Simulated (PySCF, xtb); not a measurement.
C2H6BO2, multiplicity 2. Atoms are numbered in the order given.

```xyz
11

C      1.9487     0.5310     0.3502
O      1.3198    -0.6478    -0.1390
B     -0.0115    -0.7485    -0.2867
O     -0.8713     0.2504     0.0229
C     -2.2744     0.1428    -0.1181
H      1.2145     1.2229     0.7902
H      2.6887     0.2438     1.1122
H      2.4723     1.0363    -0.4768
H     -2.7515     0.2967     0.8627
H     -2.6314     0.9236    -0.8081
H     -2.5679    -0.8442    -0.5096
```
Charge 0, spin multiplicity 2.

The structure is a stationary point at ωB97X-D3(BJ)/def2-SVP. The isomer is the one that the SMILES or the coordinates give; other isomers of the formula were not compared. One conformer was computed; it need not be the lowest.

Computed with C-PCM-B3LYP/def2-SVP (PySCF).

The values are the electrostatic part of the solvation free energy, E(continuum) − E(gas) at the gas-phase geometry, in a cavity of scaled van der Waals radii (PySCF's table); cavitation and dispersion terms are not included. The dipole moment in vacuum is 1.86 D.

Computed values in water (ε = 78.36), tetrahydrofuran (ε = 7.43), benzene (ε = 2.27):
```
solvent              ε  ΔG(elec) (kcal/mol)  dipole (D)
---------------  -----  -------------------  ----------
water            78.36                 -3.1        2.26
tetrahydrofuran   7.43                 -2.7        2.20
benzene           2.27                 -1.7        2.07
```

For comparison, GFN2-xTB/ALPB(water) (xtb, at the GFN2-xTB geometry, all terms of that model) gives -2.4 kcal/mol.
